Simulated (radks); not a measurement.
Task: Pm11+, configuration [Kr] 4d10 4f2 5s2. Calculated with a radial shooting solver on a logarithmic mesh with Libxc functionals: non-relativistic Kohn-Sham, LB94 model potential, spin-polarised, spherical densities, point nucleus; open shells are filled with parallel spins first (spin-orbit coupling, left out, can overturn this in heavy ions); relativity is left out, which matters for an element this heavy. Some entries of the table are withheld. Estimate them.

orbital  occ.  eigenvalue (Ry)  r(max) (bohr)  <1/r> (bohr^-1)
1s up       1        -3155.346        0.01649            60.50
1s down     1        -3155.346        0.01649            60.50
2s down     1        -510.2545        0.09047            14.02
2s up       1        -510.2519        0.09047            14.02
2p down     3        -485.2906        0.07046            14.06
2p up       3        -485.2888        0.07046            14.06
3s down     1        -123.4215         0.2535            5.245
3s up       1        -123.4170         0.2535            5.244
3p down     3        -112.3452         0.2406            5.188
3p up       3        -112.3407         0.2406            5.187
3d down     5        -91.63661         0.1926            5.084
3d up       5        -91.63168         0.1926            5.084
4s up       1        -35.72575         0.5791            2.247
4s down     1        -35.61157         0.5792            2.246
4p up       3        -31.47363         0.5858            2.163
4p down     3        -31.36090         0.5859            2.162
4d up       5        -23.91747         0.5949            1.984
4d down     5        -23.80790         0.5951            1.983
5s up       1        -15.01918          1.223            1.064
5s down     1        -14.93029          1.224            1.062
4f up       2        -14.71454         0.5762            1.649
4f down     0        -14.61385         0.5761            1.649
5p up       0        -13.49837          1.285              (1)
5p down     0        -13.41361          1.286              (2)
6s up       0         -8.45222          2.230              (3)
6s down     0         -8.42132          2.236              (4)

Result: 
(1) 5p up <1/r> (bohr^-1): 1.006
(2) 5p down <1/r> (bohr^-1): 1.004
(3) 6s up <1/r> (bohr^-1): 0.6224
(4) 6s down <1/r> (bohr^-1): 0.6208
